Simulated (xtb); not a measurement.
Ga(H)(Br)(vinyl) (C₂H₄BrGa), SMILES C=[CH][GaH][Br]. All values are semi-empirical tight-binding results from xtb (GFN2-xTB unless named), good for trends rather than for accurate numbers. The structure is a stationary point at GFN2-xTB. Other conformers were not sampled.

For metal compounds this method's bond lengths and energies can be far off.

| Item | Value |
|---|---|
| point group as xtb finds it | Cs |
| orbital gap | 4.27 eV |
| zero-point energy | 28.7 kcal/mol |
| G − E(el) at 298.15 K (modified RRHO) | 8.3 kcal/mol |
